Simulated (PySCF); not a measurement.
CH₂Cl, SMILES [CH2]Cl (connectivity only; charge and spin as stated), charge +1, multiplicity 1.

Geometry optimised at B3LYP-D3(BJ)/def2-TZVP. The multiplicity is an assumed one; other spin states were not compared. The isomer is the one that the SMILES or the coordinates give; other isomers of the formula were not compared.

Two levels are set side by side: TDA-PBE/def2-TZVPD (PySCF) and EOM-CCSD/aug-cc-pVDZ (PySCF). Vertical, same geometry; the bases differ. Differences are taken from unrounded values.

```csv
quantity,TDA-PBE
lowest singlet excitation (eV),3.21
lowest triplet excitation (TDA for PBE) (eV),2.67
```

Q: These are the TDA-PBE values. What does EOM-CCSD give? (Estimate from the structure and the level; the computed values follow.)

A: 
```
quantity                                      EOM-CCSD  TDA-PBE minus EOM-CCSD
--------------------------------------------  --------  ----------------------
lowest singlet excitation (eV)                    3.58                   -0.37
lowest triplet excitation (TDA for PBE) (eV)      3.29                   -0.62
```

Functionals without exact exchange tend to place singlet excitations lower, as here. Differences between two approximate levels are no errors against the true value.

Rough cost on one machine, each run with all the roots and properties that it gave: EOM-CCSD against TDA-PBE about 2 times.
